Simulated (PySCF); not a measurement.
Simulated Si 2p region for `C=C[Si](C=C)(C=C)[Si](C)(C)C` (Si(vinyl)3(SiMe3)), binding energy against the vacuum level.

Every computed line was given a Gaussian of 0.6 eV full width at half maximum and an area set by the number of equivalent atoms (split 2:1 within a doublet); the highest printed point is 100. Level of theory: delta-SCF UKS SCAN, pcX-2 on the ionised atom, pcseg-1 elsewhere, spin-free X2C in PySCF 2.14.0.

binding energy (eV), intensity and a bar:
```
    104.4          0 
    104.5          1 
    104.6          2 #
    104.7          5 ##
    104.8         13 ####
    104.9         26 ########
    105.0         45 #############
    105.1         68 ####################
    105.2         89 ###########################
    105.3        100 ##############################
    105.4         99 ##############################
    105.5         88 ##########################
    105.6         74 ######################
    105.7         64 ###################
    105.8         59 ##################
    105.9         56 #################
    106.0         51 ###############
    106.1         42 #############
    106.2         30 #########
    106.3         19 ######
    106.4         10 ###
    106.5          5 #
    106.6          2 #
    106.7          1 
    106.8          0
```

Problem. How many maxima does the curve show, and how many computed lines lie under it?

Solution. The curve has 1 maximum (at 105.3 eV). Under it lie 4 lines from 2 inequivalent silicon sites, each drawn as a 2p3/2, 2p1/2 pair. At this width some lines have no maximum of their own.

Problem. Decompose the envelope and assign each component. Bonds: Si1–C2, Si1–C7, Si1–C12, Si1–Si17, C2–C3, C7–C8, C12–C13, Si17–C18, Si17–C19, Si17–C20. Hydrogens: H4 on C2; H5, H6 on C3; H9 on C7; H10, H11 on C8; H14 on C12; H15, H16 on C13; H21, H22, H23 on C18; H24, H25, H26 on C19; H27, H28, H29 on C20.

Solution. 
```tsv
position (eV)	relative area	line	atoms	environment
105.29	0.67	Si 2p3/2	Si17	silicon bonded to 3 C and Si
105.35	0.67	Si 2p3/2	Si1	silicon bonded to 3 C and Si
105.91	0.33	Si 2p1/2	Si17	silicon bonded to 3 C and Si
105.97	0.33	Si 2p1/2	Si1	silicon bonded to 3 C and Si
```

The 2 Si 2p3/2 values lie within 0.06 eV of each other.

Shake-up satellites, vibrational structure and lifetime widths aren't simulated. The 2p values aren't plain energy differences: one relaxed spin-free 2p hole is combined with a matrix within the shell (ground-state 2p orbital-energy differences and spin–orbit coupling). 2p3/2, the mean of its two sublevels, lies a third of the splitting below the shell's mean and 2p1/2 two thirds above it; the statistical areas are 2:1. 2p1/2 minus 2p3/2 (ligand field included): Si 0.62 eV. Isolated species at its PBE0-D3(BJ)/def2-SVP geometry (one conformer only).
